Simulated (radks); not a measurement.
Results of a calculation; reference values are marked as such.
Task: Valence configurations of the ruthenium ion Ru+ (all share [Kr]). Code: a radial shooting solver on a logarithmic mesh with Libxc functionals. Model: scalar-relativistic Kohn-Sham, PBE, spin-polarised, spherical densities, point nucleus; open shells are filled with parallel spins first (spin-orbit coupling, left out, can overturn this in heavy ions). Order these by energy: 4d5 5s1 5p1; 4d5 5p2; 4d6 5s0.5 5p0.5; 4d4.5 5s1.5 5p1; 4d6 5s1; 4d5.5 5p1.5; 4d6 5p1; 4d6.5 5s0.5; 4d5.5 5s0.5 5p1; 4d7.

Result: From the lowest, in eV above it: 4d7 0.000; 4d6.5 5s0.5 0.280; 4d6 5s1 0.666; 4d6 5s0.5 5p0.5 3.182; 4d6 5p1 5.723; 4d5.5 5s0.5 5p1 6.493; 4d5 5s1 5p1 7.407; 4d5.5 5p1.5 9.182; 4d4.5 5s1.5 5p1 12.200; 4d5 5p2 13.054. NIST lists [Kr] 4d7 as the ground configuration; this level of theory agrees among the configurations tried. The energies are those of spherical high-spin densities, not of single terms.
